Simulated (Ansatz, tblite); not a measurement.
Cost and result up the ladder for Ga(NH2Me)H3 (CH₈GaN) (11 atoms). Charge 0, multiplicity 1. Geometry: PBE-D4/def2-SVP.

Cartesian coordinates in Å:
```
Ga -1.2853 0.3965 1.0331
N 0.3054 -0.6556 0.0241
C 0.9945 0.1344 -1.0115
H -0.1029 -1.5110 -0.3776
H 0.9672 -0.9703 0.7470
H 1.8094 -0.4267 -1.5152
H 0.2557 0.4576 -1.7695
H 1.4165 1.0464 -0.5477
H -2.1931 0.7108 -0.2372
H -0.4210 1.5886 1.6402
H -1.7464 -0.7707 2.0142
```

Ansatz on 4 threads of Arm Neoverse V1 on a shared host; xTB runs through tblite on one thread. Times are rough, summed over both states, and most runs start from the orbitals of an earlier one. PBE0-D4/def2-TZVP serves as the yardstick here, not as an exact answer. The other state is a doublet.

The xTB rows come from tblite. HOMO above LUMO, or a gap near zero within one spin, warns that the state may not be the lowest or that an electron is smeared out.

Run but left out: PBE-D4/def2-TZVP (charge +1 doublet: an occupied level 0.14 eV above an empty one).

Raw xTB energies of ions are shifted by several eV.

```csv
level,functions,wall time
GFN2-xTB,25,0.006 s
GFN1-xTB,33,0.014 s
PBE0-D4/def2-TZVP,158,8.8 s
r2SCAN-D4/def2-TZVP (with forces),158,11 s
```

(1) Estimate what each level gives for the vertical IE (eV).

## Answers

(1) 
| level | vertical IE (eV) | difference from PBE0-D4/def2-TZVP (eV) | remarks |
| --- | --- | --- | --- |
| GFN2-xTB | 13.80 | 4.03 | – |
| GFN1-xTB | 14.56 | 4.79 | – |
| PBE0-D4/def2-TZVP | 9.77 | 0.00 | – |
| r2SCAN-D4/def2-TZVP (with forces) | 9.65 | -0.12 | gap within one spin near zero (+1 doublet) |
